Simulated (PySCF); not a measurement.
## Radial density of S- (sulfur, charge -1)

BLYP, [Ne] 3s2 3p5, 2P determinant. Computed with PySCF 2.14 in aug-cc-pV(T+d)Z (6s5p4d2f, 55 functions), with the non-relativistic Hamiltonian (point nucleus).

```tsv
r (bohr)	4πr²ρ (e/bohr)	4πr²(ρα − ρβ)
0.00210	0.1375	0.0000
0.00352	0.3719	0.0000
0.00593	0.9740	0.0000
0.00997	2.423	0.0001
0.0168	5.517	0.0002
0.0282	10.85	0.0006
0.0474	16.77	0.0028
0.0798	17.77	0.0128
0.134	12.83	0.0457
0.226	14.06	0.0955
0.380	17.30	0.0671
0.639	7.542	0.0060
1.07	3.056	0.3143
1.81	3.333	0.5007
3.04	1.149	0.1801
5.11	0.1749	0.0151
8.60	0.01016	-0.0004
```

At BLYP the highest occupied level has a positive energy, so only the finite basis holds that electron; in a semilocal or global hybrid functional this comes from self-interaction and does not mean that the real anion is unbound.
